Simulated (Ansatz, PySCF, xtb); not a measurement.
Pair of molecules: NH3 (SMILES N) (first 4 atoms) with HBr (SMILES Br); geometry from B3LYP-D3(BJ)/def2-TZVP, rigid monomers moved along the line of their centres of mass till N1···H6 is 2.97 Å.
(charge 0, multiplicity 1):
```xyz
6

N      0.263    -0.023     0.446
H      1.196     0.031     0.052
H     -0.176    -0.877     0.123
H     -0.277     0.767     0.110
Br     0.465     0.026     4.926
H      0.397     0.010     3.414
```

Counterpoise-corrected where a basis set is named; no monomer relaxation. Rows marked so take none.

Rows in 3-21G carry no dispersion term and start afresh at each structure; the Pople sets are all-electron and without relativity.

Run with Ansatz (a quantum-chemistry and plane-wave program); PySCF for 3-21G rows, the dispersion terms; xtb for the GFN methods. 

Task: One of these levels gives -78.7 meV for the interaction energy. Which?
A. r2SCAN-D3(BJ)/def2-TZVPPD
B. GFN-FF
C. HF/aug-cc-pVDZ
D. B3LYP/3-21G (no counterpoise)

Result: B, GFN-FF. The others give -126.0 (HF/aug-cc-pVDZ), -148.2 (r2SCAN-D3(BJ)/def2-TZVPPD), -235.0 (B3LYP/3-21G (no counterpoise))
